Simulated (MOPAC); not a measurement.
Job for MOPAC: PM6 on GeC+, 2S+1 = 4, a spin state set in the input, which need not be the lowest, a point of a bond scan (R = 1.824 Å). Charge +1.

```
PM6 1SCF PRECISE CHARGE=1 UHF MS=1.5 THREADS=1
CGe

C      0.00000000 1     0.00000000 1     0.00000000 1
Ge     0.00000000 1     0.00000000 1     1.82443500 1
```

Program output:

```
*******************************************************************************
 **                                                                           **
 **                              MOPAC v23.2.5                                **
 **                                                                           **
 *******************************************************************************
 ** MOPAC's Digital Object Identifier: https://doi.org/10.5281/zenodo.6511958 **
 **                                                                           **
 ** Please cite the open-source release paper for use of this MOPAC version:  **
 ** J. E. Moussa and J. J. P. Stewart (2026)                                  **
 ** MOPAC: An open-source semiempirical molecular orbital program             **
 ** J. Open Source Softw., 11(119), 8025, https://doi.org/10.21105/joss.08025 **
 *******************************************************************************

                              PM6 CALCULATION RESULTS

 *******************************************************************************
 *  PM6        - The PM6 Hamiltonian to be used
 *  UHF        - UNRESTRICTED HARTREE-FOCK CALCULATION
 *
 *
 *
 *                 CHARGE ON SYSTEM = +1
 *
 *
 *
 *  MS=        - IN MECI, MAGNETIC COMPONENT OF SPIN =  1.5
 *  PRECISE    - TIGHTER CRITERIA TO BE USED
 *  1SCF       - DO 1 SCF AND THEN STOP
 *  THREADS=1  - MULTI-THREADING NOT USED
 *  T=         - A TIME OF 172800.0 SECONDS REQUESTED
 *  DUMP=N     - RESTART FILE WRITTEN EVERY 7200.0 SECONDS REQUESTED
 *******************************************************************************
PM6 1SCF PRECISE CHARGE=1 UHF MS=1.5 THREADS=1
 CGe

   ATOM   CHEMICAL          X               Y               Z
  NUMBER   SYMBOL      (ANGSTROMS)     (ANGSTROMS)     (ANGSTROMS)

     1       C          0.00000000  *   0.00000000  *   0.00000000  *
     2      Ge          0.00000000  *   0.00000000  *   1.82443500  *



          CARTESIAN COORDINATES

    NO.       ATOM           X           Y           Z

     1         C          0.0000      0.0000      0.0000
     2        Ge          0.0000      0.0000      1.8244

 General Reference for PM6:
 "Optimization of Parameters for Semiempirical Methods V: Modification of NDDO Approximations
 and Application to 70 Elements", J. J. P. Stewart, J. Mol. Mod., 13, 1173-1213 (2007)
 URL: https://link.springer.com/article/10.1007/s00894-007-0233-4

           Empirical Formula: C Ge  =     2 atoms



      MOLECULAR POINT GROUP   :   C*v


          UHF CALCULATION, NO. OF ALPHA ELECTRONS =    5
                           NO. OF BETA  ELECTRONS =    2

 -------------------------------------------------------------------------------
 PM6 1SCF PRECISE CHARGE=1 UHF MS=1.5 THREADS=1
 CGe



     1SCF WAS SPECIFIED, SO BFGS WAS NOT USED
     SCF FIELD WAS ACHIEVED


                              PM6 CALCULATION
                                                       MOPAC v23.2.5 Linux




          FINAL HEAT OF FORMATION =        340.85235 KCAL/MOL =    1426.12623 KJ/MOL


          COSMO AREA              =         89.59 SQUARE ANGSTROMS
          COSMO VOLUME            =         77.03 CUBIC ANGSTROMS

          IONIZATION POTENTIAL    =         14.477656 EV
          ALPHA SOMO LUMO (EV)    =        -14.478 -6.458
          BETA  SOMO LUMO (EV)    =        -17.167 -7.085
          NO. OF ALPHA ELECTRONS  =          5
          NO. OF BETA  ELECTRONS  =          2
          MOLECULAR WEIGHT        =         84.6010         POINT GROUP:  C*v

          MOLECULAR DIMENSIONS (Angstroms)

            Atom       Atom       Distance
           Ge     2    C     1     1.82444
           Ge     2    C     1     0.00000
            C     1   Ge     2     0.00000


          SCF CALCULATIONS        =          1





   ATOM   CHEMICAL          X               Y               Z
  NUMBER   SYMBOL      (ANGSTROMS)     (ANGSTROMS)     (ANGSTROMS)

     1       C          0.00000000  *   0.00000000  *   0.00000000  *
     2      Ge          0.00000000  *   0.00000000  *   1.82443500  *

                             CARTESIAN COORDINATES

   1    C        0.000000000     0.000000000     0.000000000
   2   Ge        0.000000000     0.000000000     1.824435000


           Empirical Formula: C Ge  =     2 atoms



      MOLECULAR POINT GROUP   :   C*v


          ALPHA EIGENVALUES
 -25.35069 -19.22103 -15.37363 -15.37363 -14.47766  -6.45755  -6.45755  -3.45799


           BETA EIGENVALUES
 -24.09668 -17.16725  -7.08528  -7.08528  -5.06712  -3.34081  -3.34081  -2.43463


              NET ATOMIC CHARGES AND DIPOLE CONTRIBUTIONS

  ATOM NO.   TYPE          CHARGE      No. of ELECS.   s-Pop       p-Pop
    1          C          -0.243032        4.2430     1.60513     2.63791
    2         Ge           1.243032        2.7570     1.84604     0.91092
 DIPOLE           X         Y         Z       TOTAL
 POINT-CHG.     0.000     0.000     3.374     3.374
 HYBRID         0.000     0.000    -1.823     1.823
 SUM            0.000     0.000     1.551     1.551


          ATOMIC ORBITAL ELECTRON POPULATIONS

     Atom    s        px        py        pz
    1  C   1.60513   0.87138   0.87138   0.89515
    2 Ge   1.84604   0.12862   0.12862   0.65368


                    (SZ)    =    1.500000
                    (S**2)  =    3.751492


          ATOMIC ORBITAL SPIN POPULATIONS

    Atom   Total    s     px     py     pz
         Atomic
    1  C  2.6091  0.149  0.871  0.871  0.718
    2 Ge  0.3909  0.003  0.129  0.129  0.131

 **********************
 *                    *
 * JOB ENDED NORMALLY *
 *                    *
 **********************




 == MOPAC DONE ==
```

The run finished.

Cost: roughly 0.020 core-seconds.
